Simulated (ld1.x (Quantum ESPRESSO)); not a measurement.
What one change does to a pseudopotential (Se (Z = 34), TM)

```
Element                 : selenium
Generator               : ld1.x (Quantum ESPRESSO) 7.5
Type                    : norm-conserving Troullier–Martins (Kleinman–Bylander form)
Functional              : PBE
Relativity              : scalar-relativistic
Frozen core             : [Ar] 3d10
Valence charge          : 6
Reference configuration : 4s2 4p4
Partial waves           : 4s (bound): rc 1.15 bohr; 4p (bound): rc 1.70 bohr; 4d channel at -0.15 Ry: rc 1.75 bohr
Local potential         : all-electron potential smoothed inside 1.15 bohr (lloc = -1)
Core correction         : none
```

Change: core correction a·sin(br)/r model core inside 1.38 bohr.

Cutoffs: the cutoffs (Ry, on a coarse ladder) from which the occupation-weighted sum of valence levels, in a spherical-Bessel basis at the reference potential, stays within 10 and 1 mRy of its value at 400 Ry; they do not see the model core or the augmentation charge, which bear on the density cutoff. Errors are all-electron minus pseudo energies relative to the spin-unpolarised reference configuration.

Q: What does the change do?

A: The potential gets neither clearly harder nor softer (90 Ry and 180 Ry → 90 Ry and 180 Ry); both files keep a bound ghost (s); of the 7 tests that both files solve, the error grows in 2 and shrinks in 2 by more than 15 % and 0.3 meV (median size 25.7 → 23.5 meV). A model core, the more so a compact one, raises the density cutoff, which this test does not measure.

```csv
quantity,base,changed
"cutoff, loose",90 Ry,90 Ry
"cutoff, tight",180 Ry,180 Ry
bound ghosts,s,s
"error for 4s2 4p3, meV [ΔE 10.84 eV]",-4.1,-3.0
"error for 4s2 4p2, meV [ΔE 31.19 eV]",-26,-23
"error for 4s2 4p1, meV [ΔE 62.06 eV]",-86,-102
"error for 4s1 4p4, meV [ΔE 22.38 eV]",+15,-14
"error for 4s0 4p6, meV [ΔE 21.96 eV]",+89,-31
"error for 4s2 4p3.5, meV [ΔE 4.31 eV]",-1.0,-0.8
"error for 4s2 4p0, meV [ΔE 104.25 eV]",-194,-320
s: phases at 1.90 bohr within 0.05 rad from the reference energy up to (Ry; the scan ends near 5),to the end of the scan,to the end of the scan
p: phases at 1.90 bohr within 0.05 rad from the reference energy up to (Ry; the scan ends near 5),2.9,2.9
d: phases at 1.90 bohr within 0.05 rad from the reference energy up to (Ry; the scan ends near 5),0.9,0.9
```

 A true bound ghost makes a file unfit for plane-wave use even where its test errors are small: the radial tests pick states by their node count and pass the ghost by.
